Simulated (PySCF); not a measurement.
Predicted microwave data (PBE0/pcSseg-1 in PySCF (dipole) on a GFN2-xTB geometry, gas phase) for one isomer of C7H13NOSi:

| Property | Result |
| --- | --- |
| Rotational constants | A = 1489, B = 851.4, C = 709.7 MHz |
| Dipole components | \|μa\| = 2.22 D, \|μb\| = 1.61 D, \|μc\| = 1.01 D |
| Inertial defect | -220.92 u·Å² |
| κ | -0.64 |

Question: Which candidate fits, each taken in the one conformer that was computed?
A. `[CH3:1]/[C:2]([C:3]#[N:4])=[CH:5]\[Si@@H:6]([OH:7])[CH:8]([CH3:9])[CH3:10]` with C2–C5–Si6–O7 -33°, C5–Si6–O7–H -179°, C5–Si6–C8–C9 59°
B. `[CH3:1][SiH2:2][CH2:3][C:4](=[O:5])[NH:6][C:7]1=[CH:8][CH2:9][CH2:10]1` with C1–Si2–C3–C4 -61°, Si2–C3–C4–O5 90°, C3–C4–N6–C7 177°, C4–N6–C7–C8 180°
C. `[CH2:1]=[C:2]1[C@@H:3]([CH2:4][CH2:5][CH:6]=[O:7])[SiH2:8][N:9]1[CH3:10]` with C2–C3–C4–C5 173°, C3–C4–C5–C6 -176°, C4–C5–C6–O7 -132°
D. `[CH3:1][CH:2]([CH3:3])[C@H:4]([SiH3:5])[C:6](=[O:7])[CH2:8][C:9]#[N:10]` with C1–C2–C4–Si5 180°, C2–C4–C6–O7 54°, C4–C6–C8–C9 -48°

Answer: D. It is CC(C)[C@H]([SiH3])C(=O)CC#N, an asymmetric top, point group C1. The candidates at the same level (rigid rotor, commonest isotopes):

```json
{"SMILES": "CC(C)[C@H]([SiH3])C(=O)CC#N", "A (MHz)": "1489", "B (MHz)": "851.4", "C (MHz)": "709.7", "μa (D)": "2.22", "μb (D)": "1.61", "μc (D)": "1.01", "Δ (u·Å²)": "-220.92", "point group": "C1", "rotor": "asymmetric top"}
{"SMILES": "C/C(C#N)=C\\[Si@@H](O)C(C)C", "A (MHz)": "1603", "B (MHz)": "664.8", "C (MHz)": "595.5", "μa (D)": "5.11", "μb (D)": "1.75", "μc (D)": "0.84", "Δ (u·Å²)": "-226.74", "point group": "C1", "rotor": "asymmetric top"}
{"SMILES": "C[SiH2]CC(=O)NC1=CCC1", "A (MHz)": "2482", "B (MHz)": "532.1", "C (MHz)": "514.2", "μa (D)": "0.89", "μb (D)": "2.50", "μc (D)": "0.30", "Δ (u·Å²)": "-170.61", "point group": "C1", "rotor": "near-prolate asymmetric top"}
{"SMILES": "C=C1[C@@H](CCC=O)[SiH2]N1C", "A (MHz)": "2554", "B (MHz)": "514.1", "C (MHz)": "453.5", "μa (D)": "3.21", "μb (D)": "1.67", "μc (D)": "0.65", "Δ (u·Å²)": "-66.57", "point group": "C1", "rotor": "near-prolate asymmetric top"}
```

`C/C(C#N)=C\[Si@@H](O)C(C)C` has B 22 % too low; `C=C1[C@@H](CCC=O)[SiH2]N1C` has A 72 % too high; `C[SiH2]CC(=O)NC1=CCC1` has A 67 % too high. No structure here is proved a minimum.
